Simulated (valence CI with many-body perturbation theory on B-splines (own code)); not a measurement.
Which ion has this spectrum?

A relativistic CI+MBPT calculation for an atom or ion with 15 electrons gives these levels (cm⁻¹):

```
  J  Parity        E     g
3/2     odd        0  1.37
3/2     odd  1147858  1.45
5/2     odd  1226072  1.19
1/2     odd  1323793  0.65
3/2    even  1471949  0.78
5/2    even  1822095  1.22
5/2    even  2223290  1.45
3/2    even  2414143  1.15
1/2    even  2414416  2.12
3/2     odd  2483510  1.29
5/2    even  2609014  0.96
3/2    even  2624629  0.91
1/2    even  2626927  0.21
7/2    even  2687259  1.05
```

The energies are calculated, and their last digits are not significant.

Problem. Which is it?
A. Gd49+
B. Sm47+
C. Eu48+
D. Tb50+

Solution. B. Sm47+, ground level (3s^2 3p1/2^2 3p3/2) J=3/2.
